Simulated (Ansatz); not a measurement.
H4Ge, charge -1, doublet, at the geometry of the source list (a state made from the parent by changing its charge; the spin is typed, not shown lowest) (a gas-phase anion, which may not be bound at this level), atoms displaced at random by about 0.1 Å a coordinate; Ansatz (a program for electronic structure) with HF/3-21G.

Here is a job for Ansatz.
Ansatz 0.2 input:
```yaml
crystal:
  periodic: [false, false, false]
  atoms:
    - {symbol: Ge, position_ang: [-0.06012329, -0.03174508, 0.05857787]}
    - {symbol: H, position_ang: [-0.46030950, -0.89349569, -0.99948469]}
    - {symbol: H, position_ang: [0.47812224, -0.81315049, 1.19584732]}
    - {symbol: H, position_ang: [-1.08834290, 0.82392227, 0.57338208]}
    - {symbol: H, position_ang: [0.94915600, 0.81956258, -0.58274575]}
basis:
  gaussian:
    orbitals: 3-21G.json
hamiltonian:
  xc: hf
total_charge: -1
magnetization: {spin_polarized: true, initial_magnetization: 1}
relax: {f_tol: 0.05}
```
The basis file holds 3-21G in the JSON format of the Basis Set Exchange.

Output, abridged:

```
Functional definition: HF
302 factors; integrals over basis functions are off by at most 2.0e-4 eV
mean field evaluation 1: about -56257.7807 eV, gradient 7.5e0 eV
mean field evaluation 2: about -56257.7897 eV, gradient 7.5e0 eV
mean field evaluation 4: about -56258.3146 eV, gradient 4.7e-1 eV
mean field evaluation 8: about -56258.3268 eV, gradient 2.4e-3 eV
mean field evaluation 16: about -56258.2262 eV, gradient 2.7e-1 eV
mean field evaluation 32: about -56258.3167 eV, gradient 2.6e-1 eV
mean field evaluation 64: about -56257.9597 eV, gradient 2.6e-1 eV
mean field evaluation 96: about -56258.3268 eV, gradient 1.8e-4 eV
mean field -56258.32683337 eV, -2067.4553778628 hartree, gradient 1.6e-5 eV, S^2 0.754013; 3 other end points of the search recorded, 0 dependent functions left out
the calculation of the forces begins
reference -56258.32683337 eV, -2067.4553778628 hartree; 19, 18 occupied and 12, 13 virtual orbitals, 302 factors
relax step   1: F+E_penalty+E_count = -56258.32683337 eV  Δ(F+E_penalty+E_count) = +0.000e0 eV  max|allowed force component| = 2.779e0 eV/Å  Δτ_max = 0.0000 Å  (161 SCF iters, accepted)
these checks for a lower state are left out or cut short: starts, cluster_reference, orbital_swaps, neighbouring_geometries, increment
302 factors; integrals over basis functions are off by at most 2.4e-4 eV
mean field -56259.60968408 eV, -2067.5025217568 hartree, gradient 2.6e-5 eV, S^2 0.753412; 0 other end points of the search recorded, 0 dependent functions left out
the calculation of the forces begins
reference -56259.60968408 eV, -2067.5025217568 hartree; 19, 18 occupied and 12, 13 virtual orbitals, 302 factors
relax step   2: F+E_penalty+E_count = -56259.60968408 eV  Δ(F+E_penalty+E_count) = -1.283e0 eV  max|allowed force component| = 1.285e0 eV/Å  Δτ_max = 0.1948 Å  (38 SCF iters, accepted)
these checks for a lower state are left out or cut short: starts, cluster_reference, orbital_swaps, neighbouring_geometries, increment
303 factors; integrals over basis functions are off by at most 2.4e-4 eV
mean field -56260.25122033 eV, -2067.5260977791 hartree, gradient 1.2e-5 eV, S^2 0.758707; 0 other end points of the search recorded, 0 dependent functions left out
the calculation of the forces begins
reference -56260.25122033 eV, -2067.5260977791 hartree; 19, 18 occupied and 12, 13 virtual orbitals, 303 factors
relax step   3: F+E_penalty+E_count = -56260.25122033 eV  Δ(F+E_penalty+E_count) = -6.415e-1 eV  max|allowed force component| = 1.239e0 eV/Å  Δτ_max = 0.1934 Å  (29 SCF iters, accepted)
these checks for a lower state are left out or cut short: starts, cluster_reference, orbital_swaps, neighbouring_geometries, increment
303 factors; integrals over basis functions are off by at most 2.4e-4 eV
mean field -56260.77572588 eV, -2067.5453730027 hartree, gradient 1.5e-5 eV, S^2 0.773971; 0 other end points of the search recorded, 0 dependent functions left out
the calculation of the forces begins
reference -56260.77572588 eV, -2067.5453730027 hartree; 19, 18 occupied and 12, 13 virtual orbitals, 303 factors
relax step   4: F+E_penalty+E_count = -56260.77572588 eV  Δ(F+E_penalty+E_count) = -5.245e-1 eV  max|allowed force component| = 6.364e-1 eV/Å  Δτ_max = 0.1955 Å  (28 SCF iters, accepted)
these checks for a lower state are left out or cut short: starts, cluster_reference, orbital_swaps, neighbouring_geometries, increment
304 factors; integrals over basis functions are off by at most 2.5e-4 eV
mean field -56260.84751909 eV, -2067.5480113545 hartree, gradient 1.5e-5 eV, S^2 0.782385; 0 other end points of the search recorded, 0 dependent functions left out
the calculation of the forces begins
reference -56260.84751909 eV, -2067.5480113545 hartree; 19, 18 occupied and 12, 13 virtual orbitals, 304 factors
relax step   5: F+E_penalty+E_count = -56260.84751909 eV  Δ(F+E_penalty+E_count) = -7.179e-2 eV  max|allowed force component| = 9.120e-1 eV/Å  Δτ_max = 0.0985 Å  (32 SCF iters, accepted)
these checks for a lower state are left out or cut short: starts, cluster_reference, orbital_swaps, neighbouring_geometries, increment
303 factors; integrals over basis functions are off by at most 2.5e-4 eV
mean field evaluation 128: about -56260.8598 eV, gradient 2.9e-2 eV
mean field -56260.86407823 eV, -2067.5486198916 hartree, gradient 1.5e-5 eV, S^2 0.784228; 0 other end points of the search recorded, 0 dependent functions left out
the calculation of the forces begins
reference -56260.86407823 eV, -2067.5486198916 hartree; 19, 18 occupied and 12, 13 virtual orbitals, 303 factors
relax step   6: F+E_penalty+E_count = -56260.86407823 eV  Δ(F+E_penalty+E_count) = -1.656e-2 eV  max|allowed force component| = 4.241e-1 eV/Å  Δτ_max = 0.0908 Å  (33 SCF iters, accepted)
these checks for a lower state are left out or cut short: starts, cluster_reference, orbital_swaps, neighbouring_geometries, increment
302 factors; integrals over basis functions are off by at most 2.4e-4 eV
mean field -56260.86966020 eV, -2067.5488250253 hartree, gradient 1.6e-5 eV, S^2 0.776433; 0 other end points of the search recorded, 0 dependent functions left out
the calculation of the forces begins
reference -56260.86966020 eV, -2067.5488250253 hartree; 19, 18 occupied and 12, 13 virtual orbitals, 302 factors
relax step   7: F+E_penalty+E_count = -56260.86966020 eV  Δ(F+E_penalty+E_count) = -5.582e-3 eV  max|allowed force component| = 2.572e-1 eV/Å  Δτ_max = 0.0911 Å  (30 SCF iters, accepted)
these checks for a lower state are left out or cut short: starts, cluster_reference, orbital_swaps, neighbouring_geometries, increment
302 factors; integrals over basis functions are off by at most 2.4e-4 eV
mean field -56260.89141263 eV, -2067.5496244123 hartree, gradient 1.3e-5 eV, S^2 0.778452; 0 other end points of the search recorded, 0 dependent functions left out
the calculation of the forces begins
reference -56260.89141263 eV, -2067.5496244123 hartree; 19, 18 occupied and 12, 13 virtual orbitals, 302 factors
relax step   8: F+E_penalty+E_count = -56260.89141263 eV  Δ(F+E_penalty+E_count) = -2.175e-2 eV  max|allowed force component| = 7.802e-2 eV/Å  Δτ_max = 0.0519 Å  (32 SCF iters, accepted)
these checks for a lower state are left out or cut short: starts, cluster_reference, orbital_swaps, neighbouring_geometries, increment
303 factors; integrals over basis functions are off by at most 2.4e-4 eV
mean field -56260.89189466 eV, -2067.5496421265 hartree, gradient 1.3e-5 eV, S^2 0.778639; 0 other end points of the search recorded, 0 dependent functions left out
the calculation of the forces begins
reference -56260.89189466 eV, -2067.5496421265 hartree; 19, 18 occupied and 12, 13 virtual orbitals, 303 factors
relax step   9: F+E_penalty+E_count = -56260.89189466 eV  Δ(F+E_penalty+E_count) = -4.820e-4 eV  max|allowed force component| = 2.372e-2 eV/Å  Δτ_max = 0.0050 Å  (25 SCF iters, accepted)
303 factors; integrals over basis functions are off by at most 2.4e-4 eV
mean field evaluation 160: about -56260.8919 eV, gradient 2.3e-5 eV
mean field -56260.89189466 eV, -2067.5496421265 hartree, gradient 1.3e-5 eV, S^2 0.778639; 1 other end points of the search recorded, 0 dependent functions left out
the calculation of the forces begins
reference -56260.89189466 eV, -2067.5496421265 hartree; 19, 18 occupied and 12, 13 virtual orbitals, 303 factors
Total energy: -56260.89189466 eV, -2067.5496421265 hartree
Atom 0 at    -0.349293    -0.039162    -0.049423 Å, force     0.003539    -0.009651    -0.023725 eV/Å
Atom 1 at    -0.066815    -1.326666    -1.218830 Å, force    -0.006608     0.006621     0.007576 eV/Å
Atom 2 at     0.366753    -0.832475     1.140345 Å, force     0.004570     0.000514     0.007496 eV/Å
Atom 3 at    -0.954420     1.224658     1.010202 Å, force    -0.002067     0.001347     0.003944 eV/Å
Atom 4 at     0.822276     0.878738    -0.636716 Å, force     0.000566     0.001169     0.004709 eV/Å
Dipole moment:    -0.021648     0.001453    -0.002460 e Å
```
